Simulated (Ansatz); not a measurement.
Program: Ansatz. Geometries: PBE0-D4/def2-TZVP. ΔE: electronic, gas phase. CCSD(T)/CBS adds triple-zeta CCSD(T) − MP2 to the extrapolated MP2 energy (def2 sets, frozen cores). DFT in def2-TZVPP. Elements past krypton have def2 core potentials. For Ge, In outer-core shells are correlated without core-valence functions, which leaves a few kJ/mol of doubt a bond. Scalar relativity is left out up to krypton. Each species was taken in one conformer, which may not be the lowest.

Reaction (ligand exchange at the Si–C bond): `[OH][GeH2][C]#C[SiH3]` + `[CH3][In]([NH2])[OH]` → `[CH3][In]([NH2])[O][SiH3]` + `C#[C][GeH2][OH]`

`[OH][GeH2][C]#C[SiH3]`:

Cartesian coordinates in Å:
```
O -2.945 -0.923 -0.648
Ge -1.316 -1.363 -1.201
C -0.041 -0.252 -0.320
C 0.764 0.449 0.257
Si 1.974 1.512 1.117
H -3.011 -0.889 0.309
H -0.999 -2.826 -0.852
H -1.319 -1.094 -2.705
H 1.920 1.232 2.573
H 3.333 1.218 0.601
H 1.640 2.935 0.870
```

`[CH3][In]([NH2])[OH]`:

Cartesian coordinates in Å:
```
C -0.234 1.833 0.503
In 0.159 -0.136 -0.201
N -0.702 -1.900 0.284
O 1.471 -0.331 -1.694
H 0.175 2.553 -0.205
H -1.307 1.991 0.607
H 0.237 1.981 1.475
H -0.218 -2.754 0.051
H -1.148 -2.003 1.183
H 1.569 -1.234 -2.003
```

`[CH3][In]([NH2])[O][SiH3]`:

Cartesian coordinates in Å:
```
C 2.306 -0.714 -1.305
In 0.405 0.002 -0.697
N -1.210 0.813 -1.570
O -0.042 -0.346 1.226
Si -1.277 -0.037 2.223
H 2.394 -1.760 -1.009
H 3.081 -0.141 -0.795
H 2.438 -0.625 -2.382
H -1.893 1.239 -0.960
H -1.115 1.354 -2.415
H -0.799 0.601 3.484
H -2.276 0.896 1.609
H -2.011 -1.283 2.590
```

`C#[C][GeH2][OH]`:

```xyz
8

C    -1.556    0.626   -1.625
C    -0.736    0.416   -0.768
Ge    0.560    0.146    0.584
O     0.701   -1.619    0.732
H    -2.284    0.801   -2.384
H     0.072    0.756    1.909
H     1.904    0.757    0.153
H     1.339   -1.882    1.399
```

| level | ΔE (kJ/mol) |
| --- | --- |
| PBE-D4 | -55.4 |
| r2SCAN-D4 | -67.0 |
| PBE0-D4 | -62.8 |
| PBE | -53.6 |
| PBE0 | -61.2 |
| CCSD/def2-TZVPP | -74.8 |
| MP2/def2-QZVPP | -71.9 |
| MP2/CBS(def2) | -71.4 |

Question: What does CCSD(T)/CBS give? (Estimate.)

Answer: Ansatz gave: -72.1 kJ/mol. The listed levels differ from it by 16.7, 5.1, 9.3, 18.5, 10.9, -2.7, 0.2, 0.7 kJ/mol.

Largest T1 diagnostic among the species: 0.015.

In def2-TZVPP, CCSD(T) changes the Hartree–Fock value by +13.6 kJ/mol (the triples alone add +2.8 kJ/mol) and MP2 by +14.3 kJ/mol. From PBE to PBE0 (25 % exact exchange), in def2-TZVPP and without D4, ΔE moves by −7.6 kJ/mol.
